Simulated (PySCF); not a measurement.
B2BrH5O2Si.
Numbering: `[BH2:1][O:2][B:3]([Br:4])[O:5][SiH3:6]` (hydrogens: H7, H8 on B1; H9, H10, H11 on Si6)

Method: PBE0-D3(BJ)/def2-SVP geometry optimisation, gas phase in PySCF 2.14.0; density fitting, grid level 1; the optimiser is geomeTRIC in internal coordinates, started from a GFN2-xTB structure with every atom displaced at random (about 0.01 Å).

Step 1: E = -83424.5486 eV
```
atom  x, y, z in Å  |  force x, y, z in eV/Å
B1      3.0896   -1.1518   -0.8789    0.230  -0.298   0.204
O2      1.8371   -1.0807   -1.3295   -0.139  -0.009  -0.139
B3      0.5864   -1.0412   -1.7937   -0.258   0.024  -0.086
Br4     0.2185   -1.8445   -3.5398    0.048   0.128   0.291
O5     -0.3881   -0.4598   -1.0773    0.030  -0.023   0.012
Si6    -2.0057   -0.0404   -0.9562    0.017   0.047  -0.094
H7      3.4155   -2.1211   -0.2111   -0.066   0.200  -0.125
H8      3.8632   -0.2632   -1.1448    0.007   0.057  -0.017
H9     -2.4437   -0.2739    0.4467    0.070  -0.070   0.000
H10    -2.1397    1.4134   -1.2614    0.040  -0.057  -0.045
H11    -2.8225   -0.8557   -1.8986    0.018   0.001   0.000
```

Step 2: E = -83424.5599 eV
```
atom  x, y, z in Å  |  force x, y, z in eV/Å
B1      3.0987   -1.1665   -0.8903    0.073  -0.019   0.061
O2      1.8360   -1.0779   -1.3184   -0.018   0.027   0.066
B3      0.5782   -1.0220   -1.7617   -0.088  -0.036  -0.073
Br4     0.2066   -1.8223   -3.4895   -0.047  -0.011  -0.042
O5     -0.3934   -0.4411   -1.0480    0.156   0.035   0.121
Si6    -2.0135   -0.0379   -0.9649   -0.040  -0.006  -0.052
H7      3.4312   -2.1286   -0.2315   -0.040   0.028  -0.040
H8      3.8703   -0.2768   -1.1674   -0.002   0.006  -0.015
H9     -2.4577   -0.2902    0.4322    0.009  -0.020  -0.002
H10    -2.1477    1.4105   -1.2825    0.003  -0.010  -0.022
H11    -2.7979   -0.8661   -1.9225   -0.006   0.005  -0.002
```

Step 3: E = -83424.5634 eV
```
atom  x, y, z in Å  |  force x, y, z in eV/Å
B1      3.1020   -1.1648   -0.8892   -0.039   0.027  -0.041
O2      1.8360   -1.0740   -1.3123    0.027   0.011  -0.033
B3      0.5759   -1.0173   -1.7509   -0.004  -0.017  -0.034
Br4     0.1572   -1.8043   -3.4712    0.031  -0.050  -0.088
O5     -0.3828   -0.4324   -1.0275    0.083   0.090   0.201
Si6    -2.0060   -0.0407   -0.9701   -0.065  -0.036  -0.043
H7      3.4220   -2.1309   -0.2395    0.037  -0.043   0.038
H8      3.8777   -0.2785   -1.1703   -0.024  -0.011   0.002
H9     -2.4583   -0.3015    0.4226   -0.018   0.011  -0.002
H10    -2.1428    1.4033   -1.3006   -0.013   0.014  -0.003
H11    -2.7704   -0.8779   -1.9358   -0.015   0.005   0.001
```

Step 4: E = -83424.5671 eV
```
atom  x, y, z in Å  |  force x, y, z in eV/Å
B1      3.1071   -1.1728   -0.8947   -0.060   0.074  -0.083
O2      1.8367   -1.0716   -1.3039    0.015  -0.007   0.007
B3      0.5726   -1.0063   -1.7304    0.041  -0.032  -0.070
Br4     0.1457   -1.7863   -3.4553    0.019  -0.025  -0.043
O5     -0.3774   -0.4177   -0.9974    0.077   0.058   0.166
Si6    -2.0071   -0.0418   -0.9725   -0.081  -0.033  -0.048
H7      3.4349   -2.1418   -0.2549    0.023  -0.061   0.047
H8      3.8798   -0.2868   -1.1837   -0.004  -0.010   0.011
H9     -2.4807   -0.2998    0.4135   -0.014   0.022  -0.001
H10    -2.1521    1.3973   -1.3202   -0.011   0.016   0.010
H11    -2.7489   -0.8915   -1.9451   -0.004   0.000   0.005
```

Task: Estimate the geometry and energy of step 5. (The exact step hangs on the optimiser's Hessian estimate; all steps are aligned on step 4, rigid shifts and turns removed.)

Result: E = -83424.5702 eV, largest force 0.129 eV/Å
```
atom  x, y, z in Å  |  force x, y, z in eV/Å
B1      3.1194   -1.1901   -0.9160   -0.098   0.015  -0.018
O2      1.8399   -1.0578   -1.2861    0.000   0.046   0.034
B3      0.5674   -0.9674   -1.6803    0.081  -0.035  -0.094
Br4     0.1156   -1.7253   -3.4152   -0.008   0.022   0.028
O5     -0.3593   -0.3727   -0.9171    0.011  -0.040   0.022
Si6    -2.0071   -0.0506   -0.9783   -0.066   0.007  -0.037
H7      3.4352   -2.1807   -0.3004    0.056  -0.023   0.018
H8      3.9006   -0.3134   -1.2072    0.009  -0.015   0.001
H9     -2.5348   -0.2817    0.3923    0.002   0.028   0.007
H10    -2.1834    1.3709   -1.3827   -0.002   0.007   0.022
H11    -2.6829   -0.9504   -1.9536    0.016  -0.011   0.016
```

The energy changes by -0.0031 eV. The first-order estimate −F·Δx gives -0.0092 eV and the mean of the old and new forces, exact on a quadratic surface, -0.0034 eV. The step makes an angle of 81° with the force vector and moves no atom by more than 0.094 Å.

What follows is the cost of the whole optimisation. Time: 2.2 min of wall time; peak memory 0.55 GiB. Hardware: one thread of an Arm Neoverse V1, on a shared host.
